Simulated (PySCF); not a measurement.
# Splitting trees

Atoms are numbered as in `[F:1][BH2-:2][n+:3]1[cH:4][cH:5][cH:6][cH:7][cH:8]1`. Each H is labelled by its parent atom.

Equivalent nuclei averaged, one conformer, non-relativistic, in vacuum. B3LYP/pcJ-1 coupling constants (spin–dipole term only in couplings to heteroatoms); geometry: PBE0-D3(BJ)/def2-SVP; σ from GIAO-KT2/pcSseg-1; PySCF 2.14.

Scale: $^{1}$H (31.18 ppm) against TMS; CFCl3 for $^{19}$F (138.57 ppm) (reference shieldings calculated alike).

Spectrometer: 500 MHz for $^{1}$H. First-order analysis; couplings under 1 Hz (under 4 Hz in carbon signals) are ignored, and nearly equal couplings are merged; the smaller ones broaden or split the lines further.

Question: What pattern does H(C6) show ($^{1}$H)?

Answer: A triplet of triplets at δ 7.40: 8.4 Hz to H(C5)/H(C7) (2 × $^{1}$H, 3 bonds away), 1.4 Hz to H(C4)/H(C8) (2 × $^{1}$H, 4 bonds away). Lines in Hz from the centre (relative intensity): +9.8 (1), +8.4 (2), +7.0 (1), +1.4 (2), +0.0 (4), -1.4 (2), -7.0 (1), -8.4 (2), -9.8 (1). The outer lines are 19.6 Hz apart, the sum of the couplings kept, or 0.039 ppm at this field.

Question: What pattern does F1 show ($^{19}$F)?

Answer: A triplet of triplets at δ -243.0: 45.3 Hz to H(B2) (2 × $^{1}$H, 2 bonds away), 1.2 Hz to H(C4)/H(C8) (2 × $^{1}$H, 4 bonds away). Lines in Hz from the centre (relative intensity): +46.5 (1), +45.3 (2), +44.1 (1), +1.2 (2), +0.0 (4), -1.2 (2), -44.1 (1), -45.3 (2), -46.5 (1). The outer lines are 93.0 Hz apart, the sum of the couplings kept, or 0.198 ppm at this field.

Hydrogens on boron are broadened and split by $^{11}$B (spin 3/2, 80 %) and 10B (spin 3). Unscaled 3J(H,H) at this level run about 10 % above measured values.
